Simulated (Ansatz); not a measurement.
Zn2Se2⁻, that is (ZnSe)2 ring with one electron more. The state is a doublet with charge -1. Geometry r2SCAN-D4/def2-SVP, that of the neutral singlet; atoms count from 1.

Cartesian coordinates in Å:
```
Zn -0.181 0.617 -1.023
Se -1.378 1.135 0.928
Zn 0.181 -0.617 1.023
Se 1.378 -1.135 -0.928
```

Question: Estimate the Mulliken populations from the PBE0/def2-TZVPD orbitals of Ansatz.

Answer: 
| atom | charge (e) | spin (α − β) | d electrons |
| --- | --- | --- | --- |
| Zn1 | 0.00 | 0.46 | 10.04 |
| Se2 | -0.50 | 0.04 | – |
| Zn3 | 0.00 | 0.46 | 10.04 |
| Se4 | -0.50 | 0.04 | – |
Mulliken values and Mayer orders depend strongly on the basis. With diffuse functions, as here, like atoms can get unlike values, and bond orders can come out too low or too high.

Question: Where does the spin sit?

Answer: Summed by element: Zn 0.93, Se 0.07, of 1 unpaired in all. Largest on single atoms: Zn1 0.46, Zn3 0.46, Se2 0.04.

Question: And the Mayer bond orders between bonded heavy atoms (over 0.3)?

Answer: Zn1–Se2 1.05 (2.35 Å); Zn1–Zn3 0.30 (2.42 Å); Zn1–Se4 1.05 (2.35 Å); Se2–Zn3 1.05 (2.35 Å); Zn3–Se4 1.05 (2.35 Å).
